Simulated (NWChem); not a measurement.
System: C2H3AlCl2; SMILES C=[CH][Al]([Cl])[Cl]

NWChem printed, in part:

```
             Northwest Computational Chemistry Package (NWChem) 7.3.0
             --------------------------------------------------------

 CS  symmetry detected

                             Geometry "geometry" -> ""
                             -------------------------

 Output coordinates in angstroms (scale by  1.889725989 to convert to a.u.)

  No.       Tag          Charge          X              Y              Z
 ---- ---------------- ---------- -------------- -------------- --------------
    1 Al                  13.0000    -0.12428044     0.11104503     0.00000000
    2 Cl                  17.0000    -0.43793322     2.18311621     0.00000000
    3 Cl                  17.0000     1.85893187    -0.57643400     0.00000000
    4 C                    6.0000    -1.57129776    -1.15755896     0.00000000
    5 C                    6.0000    -1.33766619    -2.47962853     0.00000000
    6 H                    1.0000    -2.61790806    -0.82450214     0.00000000
    7 H                    1.0000    -2.14881425    -3.21875652     0.00000000
    8 H                    1.0000    -0.32082534    -2.89079943     0.00000000

 Effective nuclear repulsion energy (a.u.)     293.8383042122

      Symmetry information
      --------------------

 Group name             Cs
 Group number              2
 Group order               2
 No. of unique centers     8

                                 NWChem DFT Module
                                 -----------------

 Summary of "ao basis" -> "ao basis" (spherical)
 ------------------------------------------------------------------------------
       Tag                 Description            Shells   Functions and Types
 ---------------- ------------------------------  ------  ---------------------
 Al                       aug-cc-pvdz               11       27   5s4p2d
 Cl                       aug-cc-pvdz               11       27   5s4p2d
 C                        aug-cc-pvdz                9       23   4s3p2d
 H                        aug-cc-pvdz                5        9   3s2p

      Symmetry analysis of basis
      --------------------------

        a'        110
        a"         44

            General Information
            -------------------
          SCF calculation type: DFT
          Wavefunction type:  closed shell.
          No. of atoms     :     8
          No. of electrons :    62
           Alpha electrons :    31
            Beta electrons :    31
          Charge           :     0
          Spin multiplicity:     1
          Use of symmetry is: on ; symmetry adaption is: on
          Maximum number of iterations: 150
          AO basis - number of functions:   154
                     number of shells:    66
          Convergence on energy requested:  1.00D-06
          Convergence on density requested:  1.00D-05
          Convergence on gradient requested:  5.00D-04

              XC Information
              --------------
                         PBE0 Method XC Functional
                     Hartree-Fock (Exact) Exchange  0.250
          PerdewBurkeErnzerhof Exchange Functional  0.750
            Perdew 1991 LDA Correlation Functional  1.000 local
           PerdewBurkeErnz. Correlation Functional  1.000 non-local

             Grid Information
             ----------------
          Grid used for XC integration:  medium
          Radial quadrature: Mura-Knowles
          Angular quadrature: Lebedev.
          Tag              B.-S. Rad. Rad. Pts. Rad. Cut. Ang. Pts.
          ---              ---------- --------- --------- ---------
          Al                  1.25       88          16.0       590
          Cl                  1.00       88          17.0       590
          C                   0.70       49          15.0       434
          H                   0.35       45          17.0       434
          Grid pruning is: on
          Number of quadrature shells:   497
          Spatial weights used:  Erf1

      Superposition of Atomic Density Guess
      -------------------------------------

 Sum of atomic energies:       -1237.65909237

      Non-variational initial energy
      ------------------------------

 Total energy =   -1239.346998
 1-e energy   =   -2293.815500
 2-e energy   =     760.630197
 HOMO         =      -0.353285
 LUMO         =      -0.043655

      Symmetry analysis of molecular orbitals - initial
      -------------------------------------------------

  Numbering of irreducible representations:

     1 a'          2 a"

  Orbital symmetries:

     1 a'          2 a'          3 a'          4 a'          5 a'
     6 a'          7 a'          8 a'          9 a'         10 a'
    11 a"         12 a'         13 a"         14 a'         15 a'
    16 a'         17 a"         18 a'         19 a'         20 a'
    21 a'         22 a'         23 a'         24 a'         25 a'
    26 a"         27 a'         28 a"         29 a'         30 a"
    31 a'         32 a"         33 a'         34 a'         35 a"
    36 a'         37 a'         38 a'         39 a'         40 a"
    41 a'

     ---------------------------------------------
      Total Density - Mulliken Population Analysis
     ---------------------------------------------

    Atom       Charge   Shell Charges
 -----------   ------   -------------------------------------------------------
    1 Al  13    11.66   2.00  2.03  0.63  0.08 -0.06  6.01  0.68 -0.07 -0.00  0.37 -0.02
    2 Cl  17    17.58   2.00  2.01  0.95  0.95  0.08  6.00  3.19  2.28  0.09  0.01  0.01
    3 Cl  17    17.53   2.00  2.01  0.95  0.95  0.05  6.00  3.19  2.28  0.08  0.01  0.01
    4 C    6     5.97   2.01  0.74  0.76 -0.19  2.00  0.52  0.19  0.04 -0.10
    5 C    6     5.41   2.01  0.74  0.61 -0.10  1.90  0.27  0.09  0.05 -0.15
    6 H    1     1.30   0.69  0.57  0.00  0.03  0.00
    7 H    1     1.25   0.70  0.56  0.01  0.03 -0.04
    8 H    1     1.30   0.70  0.58  0.02  0.03 -0.04

[...]
```

Level: PBE0/aug-cc-pVDZ. Coordinates come from a PBE0/def2-SVP optimisation.

Q: Which NWChem input produces such a log?

A: This is not unique; one that fits is the input that was run:
```
start job
memory heap 200 mb stack 900 mb global 1100 mb
geometry units angstroms noautoz
  Al    -0.131851     0.108380     0.000000
  Cl    -0.537993     2.164324     0.000000
  Cl     1.880162    -0.489585     0.000000
  C     -1.520598    -1.223760     0.000000
  C     -1.227988    -2.534039     0.000000
  H     -2.581075    -0.937913     0.000000
  H     -2.005218    -3.308755     0.000000
  H     -0.193752    -2.899255     0.000000
end
basis spherical
  * library aug-cc-pvdz
end
dft
  xc pbe0
  iterations 150
  mulliken
end
task dft energy
```
